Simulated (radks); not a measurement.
Excited configurations of Ce II: one electron is placed in a higher orbital outside [Xe] 4f2. The ground configuration is [Xe] 4f1 5d2. Method: non-relativistic Kohn-Sham, r2SCAN, spin-polarised, spherical densities, point nucleus; open shells are filled with parallel spins first (spin-orbit coupling, left out, can overturn this in heavy ions); meta-GGA in the generalised Kohn-Sham scheme; relativity is left out, which matters for an element this heavy; computed with a radial shooting solver on a logarithmic mesh with Libxc functionals. Excitation = E - E(ground); binding = E(ion) - E, where the ion is the core of charge +2; n* = 2/sqrt(2 binding) in atomic units, and the quantum defect is n - n*.

5d: excitation (eV) -2.223; binding (eV) 9.863; quantum defect 2.651; eigenvalue (eV) -6.441; <r> (bohr) 2.955
5f: excitation (eV) 4.231; binding (eV) 3.410; quantum defect 1.005; eigenvalue (eV) -2.436; <r> (bohr) 8.933
6s: excitation (eV) -2.279; binding (eV) 9.919; quantum defect 3.658; eigenvalue (eV) -7.987; <r> (bohr) 4.338
7p: excitation (eV) 3.637; binding (eV) 4.003; quantum defect 3.313; eigenvalue (eV) -3.208; <r> (bohr) 10.11
7f: excitation (eV) 6.037; binding (eV) 1.604; quantum defect 1.174; eigenvalue (eV) -1.264; <r> (bohr) 23.36

The Delta-SCF ionisation energy is 7.640 eV (NIST Atomic Spectra Database: 10.96 eV, semi-empirical). Self-interaction in the functional shifts the binding energies and quantum defects, so they are the method's values and not measured ones. Relativity is left out here, which matters for elements this heavy. Open shells are spherical and high-spin; term and fine-structure splittings are not resolved. A negative excitation energy means that this level of theory puts the configuration below the NIST ground configuration.
